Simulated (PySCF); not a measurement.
C₄H₁₀Cd, triplet, geometry from GFN2-xTB (such geometries of metal compounds can be far from the true shape) (a higher spin typed on purpose: for a closed-shell molecule this is an excited state) (core potentials on Cd). Base run: DF-TPSS/def2-SVP in PySCF.

Input for PySCF:
```python
from pyscf import gto, scf, dft

mol = gto.M(
    atom='''
Cd    0.83193113    0.16780949    0.12031821
C    -1.27766685   -0.59223553    1.59624253
C    -1.07497780   -2.07610919    1.68248168
H    -2.17905774   -0.29513617    1.07238337
H    -1.13775419   -0.06701091    2.53902327
H    -0.10233735   -2.31877425    2.12093879
H    -1.14570819   -2.53833362    0.69547129
H    -1.83918790   -2.54676440    2.31598494
C    -0.86991754    0.16070633   -1.95636551
C    -1.32380504    1.59024137   -1.98462822
H    -1.65734290   -0.55372115   -1.74407640
H    -0.24826513   -0.12665878   -2.80204107
H    -0.47561380    2.27361367   -2.08893309
H    -1.87468189    1.84337083   -1.07646199
H    -1.99454151    1.77894137   -2.83394568
''',
    basis='def2-svp',
    ecp={'Cd': 'def2-svp'},
    spin=2,
    verbose=4,
)

mf = dft.UKS(mol)
mf.xc = 'tpss'
mf = mf.density_fit(auxbasis='def2-universal-jkfit')
mf.kernel()
```

The base run was repeated with changes; each row names its change, and settings that it needs were set with it.

```json
[
 {"change": "base", "ΔE vs base (mEh)": "0.000", "SCF cycles": "15", "<S^2>": "2.016", "outcome": "converged"},
 {"change": "conv_tol = 1e-4", "ΔE vs base (mEh)": "0.189", "SCF cycles": "9", "<S^2>": "2.016", "outcome": "converged"},
 {"change": "diis = off; damp = 0.3 (with mf.diis_start_cycle = 200; with mf.max_cycle = 150)", "ΔE vs base (mEh)": "-", "SCF cycles": "-", "<S^2>": "-", "outcome": "cut at the time limit"},
 {"change": "level_shift = 0.5 (with mf.max_cycle = 100)", "ΔE vs base (mEh)": "-", "SCF cycles": "-", "<S^2>": "-", "outcome": "cut at the time limit"},
 {"change": "diis = off (with mf.max_cycle = 100)", "ΔE vs base (mEh)": "-", "SCF cycles": "-", "<S^2>": "-", "outcome": "cut at the time limit"},
 {"change": "DIIS = ADIIS", "ΔE vs base (mEh)": "0.000", "SCF cycles": "22", "<S^2>": "2.016", "outcome": "converged"}
]
```

Open shells are given as the SCF converged; they aren't shown to be the lowest states, and a large step between rows can be another state.
